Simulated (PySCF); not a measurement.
**MO₂ across the fifth-period p block**

Level: PBE0, basis family def2-TZVP, scalar-relativistic core potentials from Rb on and no relativity for lighter atoms.

Each entry is the lowest minimum that a search over a few typed start shapes (and spin states, where more than one is plausible) found, or that minimum re-optimised at the stated level; isomers with ligand–ligand bonds, or fragments after loss of a ligand pair, can lie lower. Open shells are unrestricted; no spin–orbit coupling; PySCF with density fitting.

```json
{"molecule": "SnO₂", "2S+1": "1", "point group": "D∞h", "mean bond to the central atom (Å)": "1.799", "polar-tensor charge of the central atom": "1.16", "dipole (D)": "0.00", "atomisation (kJ/mol)": "749", "highest ω (cm⁻¹)": "918"}
{"molecule": "TeO₂", "2S+1": "1", "point group": "C2v", "mean bond to the central atom (Å)": "1.780", "polar-tensor charge of the central atom": "1.13", "dipole (D)": "4.09", "atomisation (kJ/mol)": "742", "highest ω (cm⁻¹)": "914"}
{"molecule": "IO₂", "2S+1": "2", "point group": "C2v", "mean bond to the central atom (Å)": "1.790", "polar-tensor charge of the central atom": "0.87", "dipole (D)": "3.78", "atomisation (kJ/mol)": "488", "highest ω (cm⁻¹)": "855"}
```

The bond length does not run in one direction; the largest change, -0.019 Å, falls between SnO₂ and TeO₂ among the members listed.

The shape changes along the series: D∞h for SnO₂; C2v for TeO₂ and IO₂.

Left out of the table are members whose search was unfinished or whose lowest solution was spin-contaminated, unstable, very soft or bonded differently.
